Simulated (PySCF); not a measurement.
Computed IR spectrum (relative IR intensity) of a molecule CH5NO2SW, multiplicity 1. Coordinates come from a B3LYP-D3(BJ)/def2-SVP optimisation. The spin state was assumed, not searched. The def2 effective core potentials stand for the cores of W; spin–orbit coupling is left out. Other conformers were not sampled. Computed with B3LYP-D3(BJ)/def2-SVP run with PySCF. Frequencies are harmonic and unscaled.

```
ν (cm⁻¹)  relative intensity
--------  ------------------
279                      5.6
316                      8.4
382                       11
541                       55
580                       24
665                      6.3
700                       34
972                       46
1009                      41
1150                     100
1184                      51
1462                     4.1
1468                     5.0
3011                      26
3102                     7.3
3107                     6.7
3595                      56
```

Q: Pick the molecule that these values belong to.
A. C[N]=[W]([OH])([OH])=[S]
B. C[O][W](=[NH])([OH])=[S]
C. C[O][W](=[NH])(=[O])[SH]

A: C, C[O][W](=[NH])(=[O])[SH]
